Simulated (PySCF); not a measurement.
F4Se, SMILES F[Se](F)(F)F (connectivity only; charge and spin as stated), charge +1, multiplicity 2.

Coordinates come from a B3LYP-D3(BJ)/def2-SVP optimisation. The multiplicity is an assumed one; other spin states were not compared. The isomer is the one that the SMILES or the coordinates give; other isomers of the formula were not compared.

Two levels are set side by side: PBE/def2-TZVP (PySCF) and PBE0/def2-TZVP (PySCF). Same geometry, gas phase. Differences are taken from unrounded values.

| quantity | PBE0 | PBE | PBE minus PBE0 |
|---|---|---|---|
| α-spin orbital gap (eV) | 7.97 | 5.34 | -2.62 |
| β-spin orbital gap (eV) | 5.90 | 2.62 | -3.29 |
| mean polarisability (bohr³) | 29.4 | 30.0 | 0.6 |

Rough cost on one machine, each run with all the roots and properties that it gave: PBE0 against PBE within a factor of 2.
